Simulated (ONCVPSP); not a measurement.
## Scattering properties, ONCV potential for Fe (Z = 26)

- Element: Fe (Z = 26)
- Generator: ONCVPSP 4.0.1
- Type: optimised norm-conserving Vanderbilt (ONCV)
- Functional: LDA (Perdew-Wang 92)
- Relativity: fully relativistic
- Frozen core: [Ne]
- Valence charge: 16
- Reference configuration: 3s2 3p6 3d6 4s2
- Partial waves: 3s+4s: rc 1.60 bohr, ncon 3, nbas 7, qcut 5.8 1/bohr, 2 projectors; 3p: rc 1.25 bohr, ncon 3, nbas 8, qcut 14.1 1/bohr, 2 projectors, debl 2.7 Ha; 3d: rc 1.55 bohr, ncon 3, nbas 8, qcut 9.1 1/bohr, 2 projectors, debl 0.8 Ha
- Local potential: polynomial inside 1.20 bohr (lpopt 4, dvloc0 0 Ha)
- Core correction: none

Open shells are filled in proportion to 2j + 1.

The phase is arctan(r·R′/R) of the radial function R(r), unwrapped; energies in Ha, scanned from -5 to 5 Ha. A pole is an energy at which the radial function vanishes at the test radius. The pseudo phase is shifted by a multiple of π to meet the all-electron one at the reference energy, and phase errors are pseudo minus all-electron; the curves can meet again beyond the range given. Levels narrower than the energy grid can be missing from the lists of poles.

| channel | radius (bohr) | reference energy (Ha) | poles, all-electron | poles, pseudo | unbroken range about the reference energy with phases within 0.05 rad | phase error 1 Ha above the reference energy (rad) |
| --- | --- | --- | --- | --- | --- | --- |
| s | 1.62 | -0.20 | -3.25 | -3.25, 4.76 | the whole range | -0.003 |
| p3/2 | 1.27 | -2.18 | -1.10 | -1.10 | the whole range | -0.000 |
| p1/2 | 1.27 | -2.24 | -1.19 | -1.19 | the whole range | -0.000 |
| d5/2 | 1.57 | -0.28 | 0.26 | 0.26 | the whole range | +0.000 |
| d3/2 | 1.57 | -0.29 | 0.25 | 0.25 | the whole range | +0.000 |

Phases in the d3/2 channel:

| E (Ha) | all-electron | pseudo |
| --- | --- | --- |
| -4.96 | 1.318 | 1.318 |
| -4.72 | 1.310 | 1.310 |
| -4.48 | 1.301 | 1.301 |
| -4.24 | 1.291 | 1.291 |
| -4.00 | 1.280 | 1.280 |
| -3.76 | 1.268 | 1.268 |
| -3.52 | 1.254 | 1.254 |
| -3.28 | 1.237 | 1.238 |
| -3.04 | 1.219 | 1.219 |
| -2.80 | 1.196 | 1.196 |
| -2.56 | 1.170 | 1.170 |
| -2.32 | 1.136 | 1.137 |
| -2.08 | 1.094 | 1.094 |
| -1.84 | 1.037 | 1.038 |
| -1.60 | 0.957 | 0.958 |
| -1.36 | 0.835 | 0.835 |
| -1.12 | 0.627 | 0.627 |
| -0.88 | 0.237 | 0.237 |
| -0.64 | -0.400 | -0.400 |
| -0.40 | -0.972 | -0.972 |
| -0.16 | -1.296 | -1.296 |
| 0.08 | -1.481 | -1.481 |
| 0.32 | -1.603 | -1.603 |
| 0.56 | -1.698 | -1.698 |
| 0.80 | -1.782 | -1.782 |
| 1.04 | -1.866 | -1.866 |
| 1.28 | -1.959 | -1.959 |
| 1.52 | -2.072 | -2.071 |
| 1.76 | -2.221 | -2.220 |
| 2.00 | -2.432 | -2.428 |
| 2.24 | -2.734 | -2.725 |
| 2.48 | -3.126 | -3.111 |
| 2.72 | -3.524 | -3.505 |
| 2.96 | -3.835 | -3.817 |
| 3.20 | -4.049 | -4.033 |
| 3.44 | -4.196 | -4.181 |
| 3.68 | -4.299 | -4.285 |
| 3.92 | -4.375 | -4.362 |
| 4.16 | -4.433 | -4.421 |
| 4.40 | -4.480 | -4.467 |
| 4.64 | -4.517 | -4.505 |
| 4.88 | -4.549 | -4.536 |
